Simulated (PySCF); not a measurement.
# Computed properties of CH6ClFSi2, SMILES F[Si@H](Cl)C[SiH3]

CH6ClFSi2, SMILES F[Si@H](Cl)C[SiH3]. Geometry optimised at PBE0-D3(BJ)/def2-SVP. The structure was generated by enumeration; whether it is a known compound was not checked. The values are those of a single conformer. All values are computed for the isolated molecule unless a solvent is named; none is compared with measurement here.

**Structure.** All 27 harmonic modes at PBE0-D3(BJ)/def2-SVP (PySCF) are real, so it is a minimum. With heavy atoms numbered as in [F:1][Si@H:2]([Cl:3])[CH2:4][SiH3:5], the shortest bond between them is F1–Si2 at 1.620 Å and the longest Si2–Cl3 at 2.059 Å.

**Vibrations.** The strongest infrared lines (harmonic, unscaled, degenerate partners summed) lie at 835 cm⁻¹ (286 km/mol, H 70 %, Si 17 %, C 11 %), 912 cm⁻¹ (224 km/mol, H 45 %, Si 28 %, F 25 %), 940 cm⁻¹ (149 km/mol, H 73 %, Si 16 %, F 9 %). The softest mode is at 38 cm⁻¹ and the zero-point energy is 41.4 kcal/mol.

**Electronic structure.** PBE0/def2-TZVP (PySCF) places the frontier levels at -8.93 and 0.40 eV, a gap of 9.33 eV, and gives a dipole moment of 2.27 D and a mean polarisability of 73.0 bohr³. PBE/def2-TZVP (PySCF) at the same geometry gives -7.60 and -0.47 eV, so its gap is 2.20 eV narrower. An orbital gap is neither the optical nor the fundamental gap.

**Excitations.** TDA-M06-2X/def2-SVPD (PySCF) has S1 at 8.05 eV (154 nm, f = 0.017, weak); the most intense of the 10 singlets computed lies at 8.93 eV (f = 0.25). T1 (TDA) is at 7.74 eV, 0.31 eV under S1. TDA-PBE/def2-SVPD (PySCF) puts S1 at 7.16 eV. No vertical singlet excitation falls in the visible range (under 3.1 eV).

**NMR.** GIAO shifts at B3LYP/pcSseg-1 (PySCF) (non-relativistic, atoms alike by connectivity averaged): ¹³C at -0.6 ppm against TMS; ¹H from 0.4 to 5.9 ppm against TMS; ²⁹Si from -73.9 to 16.0 ppm against TMS; ¹⁹F at -163.6 ppm against CFCl3. Without spin–orbit terms, shifts of atoms bonded to Cl or Br come out too high.

**Solvation.** SMD-ωB97X/6-31G* (PySCF) gives 0.2 kcal/mol in water, -4.4 kcal/mol in methanol, -2.9 kcal/mol in dimethylsulfoxide (1 M in both phases, gas-phase geometry); of these solvents methanol holds the molecule best.
